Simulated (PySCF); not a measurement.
**Löwdin shares of the frontier orbitals**

Compound: CH10Si3.
Cartesian coordinates in Å at the GFN2-xTB level; atoms count from 1:
```xyz
14
CH10Si3 angstrom
Si     0.0679    1.6819   -0.8535
C      0.0238    0.1648    0.2931
Si     1.5375   -0.9631    0.0601
Si    -1.6168   -0.7905    0.1700
H      1.3073    2.4376   -0.6431
H     -0.0036    1.2598   -2.2537
H     -1.0648    2.5664   -0.5608
H      0.0814    0.5506    1.3159
H      2.7720   -0.1988    0.2677
H      1.5462   -1.5280   -1.2907
H      1.5061   -2.0566    1.0371
H     -1.6350   -1.8856    1.1459
H     -2.7419    0.1043    0.4613
H     -1.7808   -1.3434   -1.1763
```

Level of theory: TDDFT PBE0/def2-SVPD, vertical, gas phase, core orbitals frozen in the response in PySCF 2.14.0, density-fitted response routines.

Frontier orbitals with the atoms that hold most of them (Löwdin shares over 4%, at most four atoms; ? is withheld):

```tsv
orbital	ε (eV)	atoms
LUMO+2	0.53	Si1 26%, Si4 14%, Si3 12%, C2 10%
LUMO+1	0.53	Si3 22%, Si4 21%, C2 10%, Si1 9%
LUMO	-0.05	?
HOMO	-8.70	C2 32%, Si3 16%, Si4 12%, Si1 9%
HOMO-1	-8.71	C2 32%, Si1 16%, Si4 13%, Si3 9%
HOMO-2	-9.41	C2 18%, Si1 11%, Si3 11%, Si4 11%
HOMO-3	-9.45	Si1 16%, Si4 16%, Si3 16%, H12 9%
```

**Question.** Give the leading atoms of the LUMO.

**Answer.** Si4 (bonded to C and 3 H) 16%; Si1 (bonded to C and 3 H) 16%; Si3 (bonded to C and 3 H) 16%; C2 (bonded to 3 Si and H) 9%. By element: silicon 47%, carbon 9%.

Within 0.005 eV of a neighbour in this list lie HOMO-1/HOMO and LUMO+1/LUMO+2 (point group found: C3v); within a degenerate set the shares of single atoms can hang on how the components are chosen.

**Question.** How does S1 compare with the orbital gap of 8.65 eV?

**Answer.** S1 is at 7.46 eV (f = 0.026), 1.19 eV below the gap, made of HOMO-1/HOMO→LUMO (98%). S1/S2 lie within about 0.01 eV of each other. 

Next come S2 at 7.46 eV (f 0.027), HOMO-1/HOMO→LUMO (98%); S3 at 7.94 eV (f 0.014), HOMO-1/HOMO→LUMO+1/LUMO+2 (≥89%); S4 at 7.98 eV (f 0.0003), HOMO-1/HOMO→LUMO+1/LUMO+2 (≥84%); S5 at 8.00 eV (f 0.013), HOMO-1/HOMO→LUMO+1/LUMO+2 (≥92%).

Orbitals of the list HOMO-3 to LUMO+2 that lie within 0.01 eV of each other are written together with a slash and their weights summed (≥ marks a lower bound); for degenerate orbitals outside that list single weights are arbitrary.

Löwdin shares depend on the basis, the more so with diffuse functions.
